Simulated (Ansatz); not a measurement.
One change: `C[Se]B[SiH3]` becomes `C[Se][BH][AlH2]`.

Ansatz, PBE0-D4/def2-TZVP geometries, multiplicity 1. Each molecule was computed in one conformer, which needn't be the lowest.

Scalar relativity is left out up to krypton.

```json
{"property": "LUMO energy (B3LYP/def2-TZVPP) / eV", "`C[Se]B[SiH3]`": "-1.85"}
{"property": "HOMO–LUMO gap (PBE0/def2-TZVPP) / eV", "`C[Se]B[SiH3]`": "5.87"}
{"property": "LUMO energy (PBE/def2-TZVPP) / eV", "`C[Se]B[SiH3]`": "-2.55"}
{"property": "HOMO energy (ωB97M-V/def2-TZVPP) / eV", "`C[Se]B[SiH3]`": "-9.68"}
{"property": "HOMO energy (PBE/def2-TZVPP) / eV", "`C[Se]B[SiH3]`": "-6.55"}
{"property": "HOMO energy (PBE0/def2-TZVPP) / eV", "`C[Se]B[SiH3]`": "-7.57"}
```

(1) Give the same properties after the change, and the shifts. (Estimate.)

Answers

(1) The calculation gave: 
| property | `C[Se][BH][AlH2]` | shift |
| --- | --- | --- |
| LUMO energy (B3LYP/def2-TZVPP) / eV | -1.84 | 0.01 |
| HOMO–LUMO gap (PBE0/def2-TZVPP) / eV | 5.48 | -0.39 |
| LUMO energy (PBE/def2-TZVPP) / eV | -2.55 | 0.00 |
| HOMO energy (ωB97M-V/def2-TZVPP) / eV | -9.26 | 0.42 |
| HOMO energy (PBE/def2-TZVPP) / eV | -6.06 | 0.49 |
| HOMO energy (PBE0/def2-TZVPP) / eV | -7.19 | 0.38 |

B3LYP here is the variant with VWN-RPA as its local correlation; programs differ in this.

Spin–orbit coupling is left out; it splits and shifts lone-pair levels of the heavy atoms by tenths of an eV.
